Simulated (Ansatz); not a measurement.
A short molecular-dynamics run on `CC[O][Sb]([SiH3])[O]CC`.

```yaml
crystal:
  periodic: [false, false, false]
  atoms:
    - {symbol: C, position_ang: [-0.720240, -1.899185, -1.801123]}
    - {symbol: C, position_ang: [-1.730688, -1.971887, -0.677706]}
    - {symbol: O, position_ang: [-1.236702, -1.428676, 0.528224]}
    - {symbol: Sb, position_ang: [-1.241630, 0.524167, 0.798268]}
    - {symbol: Si, position_ang: [-0.657766, 0.134542, 3.285961]}
    - {symbol: O, position_ang: [0.655431, 0.928262, 0.472160]}
    - {symbol: C, position_ang: [1.097459, 1.325147, -0.807938]}
    - {symbol: C, position_ang: [2.203223, 2.344099, -0.666691]}
    - {symbol: H, position_ang: [-1.093807, -2.413676, -2.690594]}
    - {symbol: H, position_ang: [0.219830, -2.363813, -1.496664]}
    - {symbol: H, position_ang: [-0.512527, -0.861231, -2.078338]}
    - {symbol: H, position_ang: [-2.665246, -1.477587, -0.983512]}
    - {symbol: H, position_ang: [-1.981183, -3.017342, -0.467185]}
    - {symbol: H, position_ang: [0.462941, -0.834352, 3.364140]}
    - {symbol: H, position_ang: [-1.848246, -0.400759, 3.999781]}
    - {symbol: H, position_ang: [-0.267493, 1.425347, 3.913623]}
    - {symbol: H, position_ang: [1.464970, 0.446229, -1.354117]}
    - {symbol: H, position_ang: [0.273337, 1.749550, -1.403359]}
    - {symbol: H, position_ang: [1.839156, 3.240689, -0.160499]}
    - {symbol: H, position_ang: [2.589712, 2.630861, -1.648356]}
    - {symbol: H, position_ang: [3.024969, 1.930216, -0.078875]}
basis:
  gaussian: {orbitals: def2-SVP}
hamiltonian: {xc: {name: r2SCAN}, dispersion: d4}
md: {timestep: 0.5 fs, n_steps: 20, ensemble: nvt_nose_hoover, temperature: 700, initial_velocities: maxwell_boltzmann, seed: 502}
```

```sh
$ ansatz run in.yaml --threads 4 --pin off --events-out ev --progress --plain --max-ram 46080MiB --backend cuda --devices 0, --max-vram 37GiB
```

```
step  time (fs)  potential energy (eV)  kinetic (eV)  T (K)  conserved (eV)
   0        0.0            -22857.7084        1.7192    700     -22855.9893
   1        0.5            -22857.6795        1.6913    689     -22855.9882
   2        1.0            -22857.5883        1.6019    652     -22855.9864
   3        1.5            -22857.4615        1.4770    601     -22855.9845
   4        2.0            -22857.3284        1.3454    548     -22855.9830
   5        2.5            -22857.2124        1.2303    501     -22855.9822
   6        3.0            -22857.1265        1.1446    466     -22855.9820
   7        3.5            -22857.0734        1.0912    444     -22855.9823
   8        4.0            -22857.0485        1.0659    434     -22855.9828
   9        4.5            -22857.0442        1.0612    432     -22855.9833
  10        5.0            -22857.0520        1.0686    435     -22855.9839
  11        5.5            -22857.0634        1.0794    440     -22855.9845
  12        6.0            -22857.0688        1.0843    442     -22855.9852
  13        6.5            -22857.0589        1.0742    437     -22855.9857
  14        7.0            -22857.0279        1.0434    425     -22855.9856
  15        7.5            -22856.9793        0.9960    406     -22855.9846
  16        8.0            -22856.9310        0.9497    387     -22855.9828
  17        8.5            -22856.9116        0.9321    380     -22855.9814
  18        9.0            -22856.9438        0.9643    393     -22855.9815
  19        9.5            -22857.0247        1.0435    425     -22855.9835
  20       10.0            -22857.1241        1.1407    464     -22855.9861
```

Velocities are drawn at the set temperature; a run this short doesn't reach equilibrium.

Frames (Å, forces in eV/Å):

```xyz
21
time=0.0 fs
C    -0.720   -1.899   -1.801   -0.149   -0.036    0.091
C    -1.731   -1.972   -0.678    0.179    0.075    0.033
O    -1.237   -1.429    0.528    0.071   -0.773    0.093
Sb   -1.242    0.524    0.798   -0.903    0.728    0.197
Si   -0.658    0.135    3.286    0.008   -0.004   -0.079
O     0.655    0.928    0.472    0.767    0.140    0.100
C     1.097    1.325   -0.808    0.091    0.093    0.171
C     2.203    2.344   -0.667   -0.101   -0.106   -0.063
H    -1.094   -2.414   -2.691   -0.079   -0.137   -0.261
H     0.220   -2.364   -1.497    0.274   -0.125    0.091
H    -0.513   -0.861   -2.078    0.065    0.295   -0.076
H    -2.665   -1.478   -0.984   -0.303    0.115   -0.123
H    -1.981   -3.017   -0.467   -0.085   -0.314    0.047
H     0.463   -0.834    3.364    0.104   -0.090    0.007
H    -1.848   -0.401    4.000   -0.104   -0.053    0.066
H    -0.267    1.425    3.914    0.040    0.114    0.063
H     1.465    0.446   -1.354    0.122   -0.259   -0.209
H     0.273    1.750   -1.403   -0.236    0.120   -0.220
H     1.839    3.241   -0.160   -0.103    0.246    0.154
H     2.590    2.631   -1.648    0.116    0.085   -0.257
H     3.025    1.930   -0.079    0.224   -0.115    0.176
21
time=1.0 fs
C    -0.724   -1.897   -1.806    0.064   -0.300    0.416
C    -1.732   -1.987   -0.678    0.864    0.885    0.012
O    -1.232   -1.426    0.527    0.004   -1.015   -0.002
Sb   -1.242    0.524    0.800   -0.763    0.791    0.064
Si   -0.664    0.133    3.282   -0.472   -0.022    0.493
O     0.665    0.931    0.473    0.542    0.072    0.241
C     1.104    1.326   -0.806   -0.702    0.965    0.078
C     2.209    2.347   -0.672    0.240    0.422   -1.657
H    -1.111   -2.392   -2.698   -0.074   -0.199   -0.342
H     0.217   -2.394   -1.497   -0.156    0.242   -0.145
H    -0.534   -0.854   -2.063    0.234    0.348   -0.104
H    -2.671   -1.521   -0.956   -0.713    0.418   -0.339
H    -1.957   -3.014   -0.495   -0.229   -1.267    0.432
H     0.465   -0.826    3.350    0.082   -0.135    0.034
H    -1.877   -0.379    4.062    0.441    0.081   -0.368
H    -0.278    1.420    3.939    0.055    0.026   -0.071
H     1.450    0.455   -1.350    0.314   -0.579   -0.469
H     0.271    1.784   -1.404    0.173   -0.233    0.098
H     1.883    3.267   -0.169   -0.212    0.038   -0.040
H     2.591    2.621   -1.729   -0.320   -0.332    1.506
H     3.005    1.927   -0.069    0.628   -0.207    0.162
21
time=2.0 fs
C    -0.729   -1.895   -1.811    0.162   -0.447    0.542
C    -1.732   -2.000   -0.678    1.184    1.418    0.017
O    -1.227   -1.423    0.525   -0.063   -1.240   -0.106
Sb   -1.243    0.524    0.802   -0.626    0.847   -0.068
Si   -0.670    0.131    3.278   -0.785    0.010    1.007
O     0.674    0.933    0.473    0.330    0.017    0.360
C     1.109    1.328   -0.803   -1.261    1.554   -0.070
C     2.215    2.350   -0.678    0.447    0.683   -2.367
H    -1.129   -2.372   -2.709   -0.018   -0.190   -0.296
H     0.213   -2.422   -1.498   -0.476    0.562   -0.338
H    -0.553   -0.843   -2.048    0.360    0.259   -0.100
H    -2.683   -1.560   -0.931   -0.873    0.564   -0.453
H    -1.934   -3.023   -0.519   -0.264   -1.796    0.695
H     0.467   -0.819    3.337    0.042   -0.158    0.059
H    -1.902   -0.357    4.120    0.838    0.140   -0.736
H    -0.288    1.416    3.963    0.067   -0.062   -0.206
H     1.438    0.459   -1.351    0.406   -0.680   -0.593
H     0.269    1.816   -1.404    0.465   -0.536    0.332
H     1.924    3.294   -0.177   -0.293   -0.234   -0.245
H     2.590    2.608   -1.795   -0.465   -0.497    2.516
H     2.991    1.921   -0.057    0.824   -0.213    0.047
21
time=3.0 fs
C    -0.733   -1.893   -1.815    0.080   -0.429    0.464
C    -1.731   -2.013   -0.678    0.992    1.346    0.078
O    -1.222   -1.421    0.523   -0.127   -1.433   -0.215
Sb   -1.244    0.525    0.804   -0.490    0.896   -0.194
Si   -0.676    0.130    3.275   -0.927    0.066    1.426
O     0.684    0.936    0.474    0.129   -0.026    0.455
C     1.114    1.332   -0.801   -1.500    1.715   -0.284
C     2.222    2.353   -0.686    0.683    0.673   -2.405
H    -1.147   -2.354   -2.722    0.079   -0.125   -0.141
H     0.205   -2.444   -1.502   -0.605    0.770   -0.454
H    -0.569   -0.829   -2.034    0.439    0.050   -0.076
H    -2.703   -1.595   -0.911   -0.667    0.511   -0.451
H    -1.914   -3.049   -0.536   -0.165   -1.539    0.788
H     0.471   -0.814    3.324   -0.015   -0.159    0.081
H    -1.918   -0.333    4.172    1.076    0.133   -1.013
H    -0.298    1.410    3.985    0.080   -0.131   -0.331
H     1.430    0.456   -1.357    0.376   -0.483   -0.519
H     0.273    1.843   -1.401    0.583   -0.737    0.448
H     1.963    3.319   -0.188   -0.368   -0.486   -0.405
H     2.585    2.590   -1.838   -0.432   -0.505    2.942
H     2.985    1.914   -0.046    0.778   -0.106   -0.194
21
time=4.0 fs
C    -0.737   -1.892   -1.819   -0.180   -0.262    0.250
C    -1.730   -2.025   -0.678    0.439    0.771    0.180
O    -1.217   -1.420    0.521   -0.187   -1.583   -0.322
Sb   -1.245    0.525    0.805   -0.356    0.931   -0.313
Si   -0.683    0.128    3.272   -0.929    0.121    1.731
O     0.693    0.939    0.475   -0.063   -0.061    0.526
C     1.117    1.336   -0.799   -1.443    1.503   -0.510
C     2.228    2.357   -0.696    0.938    0.424   -2.002
H    -1.164   -2.338   -2.737    0.191   -0.038    0.066
H     0.191   -2.459   -1.511   -0.519    0.833   -0.485
H    -0.581   -0.815   -2.021    0.478   -0.209   -0.048
H    -2.729   -1.624   -0.895   -0.176    0.322   -0.373
H    -1.896   -3.089   -0.545   -0.007   -0.655    0.753
H     0.473   -0.810    3.311   -0.084   -0.142    0.098
H    -1.925   -0.308    4.213    1.173    0.077   -1.195
H    -0.306    1.404    4.004    0.101   -0.167   -0.434
H     1.426    0.449   -1.368    0.264   -0.070   -0.287
H     0.281    1.863   -1.394    0.521   -0.813    0.440
H     1.998    3.339   -0.203   -0.445   -0.648   -0.485
H     2.575    2.568   -1.853   -0.283   -0.414    2.917
H     2.986    1.905   -0.036    0.568    0.079   -0.509
21
time=5.0 fs
C    -0.741   -1.890   -1.823   -0.585    0.008   -0.008
C    -1.728   -2.036   -0.678   -0.173    0.079    0.296
O    -1.212   -1.421    0.519   -0.244   -1.683   -0.418
Sb   -1.246    0.525    0.807   -0.223    0.948   -0.422
Si   -0.690    0.127    3.270   -0.821    0.161    1.917
O     0.703    0.941    0.476   -0.246   -0.090    0.575
C     1.120    1.342   -0.798   -1.154    1.082   -0.646
C     2.236    2.362   -0.708    1.085   -0.015   -1.237
H    -1.179   -2.321   -2.751    0.284    0.036    0.252
H     0.172   -2.466   -1.524   -0.234    0.739   -0.432
H    -0.588   -0.804   -2.009    0.483   -0.436   -0.028
H    -2.758   -1.650   -0.883    0.396    0.105   -0.275
H    -1.877   -3.135   -0.548    0.119    0.369    0.661
H     0.476   -0.807    3.300   -0.157   -0.115    0.111
H    -1.920   -0.282    4.244    1.147   -0.015   -1.283
H    -0.314    1.396    4.020    0.131   -0.159   -0.509
H     1.424    0.441   -1.382    0.132    0.387   -0.002
H     0.295    1.875   -1.383    0.287   -0.753    0.316
H     2.029    3.353   -0.222   -0.524   -0.678   -0.471
H     2.563    2.541   -1.840   -0.018   -0.243    2.406
H     2.993    1.898   -0.031    0.314    0.273   -0.803
21
time=6.0 fs
C    -0.745   -1.889   -1.827   -1.069    0.321   -0.228
C    -1.727   -2.047   -0.677   -0.616   -0.444    0.409
O    -1.207   -1.422    0.517   -0.297   -1.727   -0.489
Sb   -1.247    0.526    0.809   -0.093    0.941   -0.521
Si   -0.697    0.125    3.268   -0.620    0.185    1.970
O     0.712    0.944    0.478   -0.415   -0.113    0.602
C     1.121    1.349   -0.797   -0.700    0.599   -0.616
C     2.245    2.366   -0.721    0.973   -0.593    0.014
H    -1.192   -2.305   -2.763    0.331    0.072    0.360
H     0.150   -2.467   -1.542    0.203    0.509   -0.313
H    -0.590   -0.796   -1.997    0.462   -0.563   -0.024
H    -2.782   -1.675   -0.873    0.862   -0.062   -0.194
H    -1.858   -3.177   -0.544    0.175    1.169    0.558
H     0.476   -0.806    3.290   -0.224   -0.087    0.121
H    -1.905   -0.256    4.262    1.006   -0.135   -1.274
H    -0.321    1.386    4.030    0.172   -0.107   -0.551
H     1.423    0.437   -1.396    0.025    0.740    0.242
H     0.311    1.881   -1.368   -0.095   -0.563    0.088
H     2.054    3.361   -0.246   -0.596   -0.565   -0.373
H     2.551    2.513   -1.805    0.406    0.006    1.211
H     3.003    1.893   -0.033    0.109    0.418   -0.990
21
time=7.0 fs
C    -0.751   -1.888   -1.831   -1.516    0.589   -0.342
C    -1.726   -2.059   -0.677   -0.793   -0.713    0.504
O    -1.203   -1.424    0.514   -0.343   -1.709   -0.520
Sb   -1.248    0.526    0.811    0.033    0.904   -0.612
Si   -0.704    0.124    3.267   -0.328    0.202    1.876
O     0.722    0.946    0.480   -0.565   -0.129    0.610
C     1.122    1.356   -0.796   -0.160    0.161   -0.423
C     2.254    2.370   -0.733    0.501   -1.226    1.885
H    -1.201   -2.287   -2.771    0.316    0.062    0.356
H     0.131   -2.462   -1.562    0.679    0.206   -0.169
H    -0.588   -0.794   -1.985    0.419   -0.555   -0.036
H    -2.798   -1.701   -0.865    1.121   -0.145   -0.144
H    -1.837   -3.209   -0.535    0.172    1.621    0.460
H     0.475   -0.805    3.281   -0.275   -0.066    0.127
H    -1.880   -0.232    4.268    0.744   -0.281   -1.153
H    -0.326    1.376    4.035    0.222   -0.014   -0.560
H     1.422    0.440   -1.408   -0.037    0.913    0.393
H     0.326    1.881   -1.353   -0.563   -0.272   -0.204
H     2.075    3.363   -0.274   -0.652   -0.327   -0.213
H     2.542    2.484   -1.759    1.021    0.303   -0.819
H     3.013    1.891   -0.045    0.005    0.476   -1.017
21
time=8.0 fs
C    -0.757   -1.886   -1.835   -1.752    0.692   -0.294
C    -1.725   -2.071   -0.675   -0.690   -0.736    0.571
O    -1.198   -1.427    0.511   -0.380   -1.626   -0.504
Sb   -1.249    0.527    0.812    0.154    0.836   -0.696
Si   -0.712    0.123    3.267    0.064    0.228    1.616
O     0.731    0.948    0.482   -0.691   -0.139    0.602
C     1.123    1.363   -0.796    0.328   -0.129   -0.151
C     2.264    2.373   -0.745   -0.218   -1.732    3.834
H    -1.208   -2.269   -2.776    0.239    0.010    0.234
H     0.119   -2.456   -1.584    1.017   -0.051   -0.054
H    -0.583   -0.796   -1.973    0.359   -0.406   -0.059
H    -2.804   -1.728   -0.858    1.134   -0.141   -0.127
H    -1.814   -3.225   -0.521    0.128    1.721    0.375
H     0.470   -0.805    3.273   -0.302   -0.056    0.130
H    -1.847   -0.211    4.263    0.347   -0.452   -0.899
H    -0.328    1.365    4.034    0.278    0.111   -0.538
H     1.422    0.451   -1.416   -0.048    0.883    0.433
H     0.336    1.878   -1.340   -0.984    0.033   -0.471
H     2.089    3.362   -0.303   -0.678   -0.011   -0.029
H     2.544    2.458   -1.720    1.664    0.537   -3.123
H     3.024    1.895   -0.067    0.030    0.428   -0.852
21
time=9.0 fs
C    -0.766   -1.883   -1.840   -1.625    0.537   -0.074
C    -1.725   -2.083   -0.674   -0.317   -0.514    0.598
O    -1.194   -1.431    0.508   -0.406   -1.477   -0.439
Sb   -1.250    0.528    0.814    0.269    0.741   -0.775
Si   -0.720    0.121    3.267    0.564    0.278    1.183
O     0.739    0.951    0.485   -0.794   -0.144    0.581
C     1.123    1.371   -0.796    0.578   -0.160    0.075
C     2.273    2.374   -0.753   -0.722   -1.889    4.210
H    -1.212   -2.251   -2.779    0.113   -0.068    0.020
H     0.115   -2.449   -1.607    1.047   -0.149   -0.013
H    -0.573   -0.803   -1.962    0.287   -0.148   -0.085
H    -2.799   -1.757   -0.853    0.892   -0.058   -0.139
H    -1.790   -3.226   -0.504    0.064    1.472    0.313
H     0.463   -0.806    3.266   -0.301   -0.062    0.130
H    -1.812   -0.193    4.250   -0.188   -0.644   -0.497
H    -0.328    1.355    4.029    0.332    0.249   -0.491
H     1.420    0.471   -1.419   -0.012    0.654    0.357
H     0.337    1.875   -1.331   -1.174    0.232   -0.593
H     2.096    3.361   -0.333   -0.661    0.301    0.134
H     2.561    2.438   -1.711    1.852    0.580   -4.006
H     3.035    1.902   -0.096    0.201    0.269   -0.489
21
time=10.0 fs
C    -0.775   -1.881   -1.844   -1.128    0.151    0.241
C    -1.726   -2.096   -0.672    0.282   -0.027    0.573
O    -1.190   -1.436    0.504   -0.422   -1.270   -0.333
Sb   -1.250    0.528    0.815    0.378    0.623   -0.849
Si   -0.727    0.120    3.268    1.139    0.365    0.620
O     0.747    0.953    0.488   -0.871   -0.142    0.545
C     1.125    1.378   -0.795    0.469    0.110    0.177
C     2.282    2.374   -0.758   -0.687   -1.657    2.268
H    -1.216   -2.234   -2.782   -0.029   -0.147   -0.225
H     0.122   -2.445   -1.630    0.738   -0.064   -0.043
H    -0.561   -0.811   -1.952    0.202    0.146   -0.105
H    -2.785   -1.786   -0.849    0.417    0.088   -0.178
H    -1.765   -3.212   -0.484   -0.005    0.866    0.289
H     0.454   -0.807    3.260   -0.271   -0.085    0.127
H    -1.778   -0.182    4.232   -0.817   -0.841    0.023
H    -0.325    1.348    4.019    0.373    0.376   -0.431
H     1.419    0.497   -1.420    0.061    0.255    0.175
H     0.326    1.875   -1.328   -1.016    0.248   -0.502
H     2.097    3.363   -0.361   -0.584    0.493    0.231
H     2.595    2.422   -1.738    1.284    0.480   -2.613
H     3.049    1.912   -0.131    0.488    0.033    0.009
```

Run time 29 s (4 threads of an AMD EPYC 7R13 on a shared host and a share of an NVIDIA H100 80 GB); peak host memory 0.87 GiB.
